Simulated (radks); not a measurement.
Results of a calculation; reference values are marked as such.
Ionisation of F+, [He] 2s2 2p4, to F2+, [He] 2s2 2p3, under several functionals. Non-relativistic Kohn-Sham, spin-polarised, spherical densities, point nucleus; open shells are filled with parallel spins first; a radial shooting solver on a logarithmic mesh with Libxc functionals.

functional                                        E(F+) (hartree)  Exc (hartree)  IE (eV)  -e(HOMO) (eV)  <r> HOMO (bohr)  IE error (eV)
AM05                                                    -98.54247       -9.29144   34.700         25.808            1.014         -0.270
revTPSS                                                 -99.06690       -9.84338   34.424         25.719            1.016         -0.546
HCTH/407                                                -99.07575       -9.86550   34.632         25.886            1.024         -0.339
PW91                                                    -99.07205       -9.84693   35.055         26.084            1.010         +0.084
LDA (Slater exchange, Perdew-Zunger correlation)        -98.44294       -9.18496   35.254         26.268            1.011         +0.283
BLYP                                                    -99.10166       -9.87593   35.105         26.021            1.013         +0.135
LDA (Slater exchange, VWN5 correlation)                 -98.45043       -9.19331   35.160         26.193            1.012         +0.189
r2SCAN                                                  -99.05038       -9.83424   34.062         25.592            1.019         -0.909

NIST Atomic Spectra Database: 34.971 eV (measured). Closest: PW91. The Delta-SCF values span 1.19 eV, the total energies 0.66 hartree. The highest occupied level is 2p. Open shells are spherical and high-spin; term and fine-structure splittings are not resolved.
